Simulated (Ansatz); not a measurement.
`[OH][Ta]([F])([F])([F])[Cl]` + H–F → `[OH][Ta]([F])([F])([F])[F]` + HCl at 298.15 K and 1 bar (ligand exchange at a Ta–Cl bond).

Gas-phase electronic energies from Ansatz, PBE0-D4/def2-TZVP geometries. CCSD(T)/CBS is the MP2 limit (def2-TZVPP, def2-QZVPP) plus CCSD(T) − MP2 in def2-TZVPP, frozen cores. This one scheme is used for every species. Elements past krypton have def2 core potentials. For Ta outer-core shells are correlated without core-valence functions, which leaves a few kJ/mol of doubt a bond. Each species was taken in one conformer, which may not be the lowest.

```json
{"species": "`[OH][Ta]([F])([F])([F])[Cl]`", "CCSD(T)/CBS energy (Eh)": "-892.13030", "H − E (kJ/mol)": "79.8", "S (J/(mol·K))": "391.2"}
{"species": "H–F", "CCSD(T)/CBS energy (Eh)": "-100.39570", "H − E (kJ/mol)": "33.5", "S (J/(mol·K))": "173.6"}
{"species": "`[OH][Ta]([F])([F])([F])[F]`", "CCSD(T)/CBS energy (Eh)": "-532.15329", "H − E (kJ/mol)": "81.3", "S (J/(mol·K))": "369.1"}
{"species": "HCl", "CCSD(T)/CBS energy (Eh)": "-460.38127", "H − E (kJ/mol)": "26.6", "S (J/(mol·K))": "186.8"}
```

H − E and S are ideal-gas, rigid-rotor, harmonic terms from PBE0-D4/def2-TZVP, for one conformer and one mirror image of each species. 1 Eh = 2625.50 kJ/mol, R = 8.31446 J/(mol·K).

Q: By hand: ΔE, ΔH, ΔS and ΔG.

A: ΔE = (-532.15329) + (-460.38127) − (-892.13030) − (-100.39570) = -0.00856 Eh = -22.5 kJ/mol. Δ(H − E) = 81.3 + 26.6 − 79.8 − 33.5 = -5.4, so ΔH = -27.9 kJ/mol. ΔS = 369.1 + 186.8 − 391.2 − 173.6 = -8.9 J/(mol·K). ΔG = -27.9 − 298.15 × (-8.9)/1000 = -25.2 kJ/mol.

Q: By hand: the equilibrium constant, and the temperature at which ΔG would vanish if ΔH and ΔS stayed fixed.

A: log₁₀ K = −ΔG/(RT ln 10) = 4.4. ΔG = 0 at ΔH/ΔS = 3135 K, far beyond where these terms or the molecules hold.

The number of gas molecules stays the same, so ΔS is small and ΔH decides. A doubt of 5 kJ/mol in ΔE shifts log₁₀ K by 0.9 here. Other conformers and mirror images would add mixing entropy, several J/(mol·K) or more a flexible species. These are equilibria of isolated gas molecules and say nothing of rates. Largest T1 diagnostic: 0.018 (customary marks: 0.02 for closed shells, 0.045 for open ones).
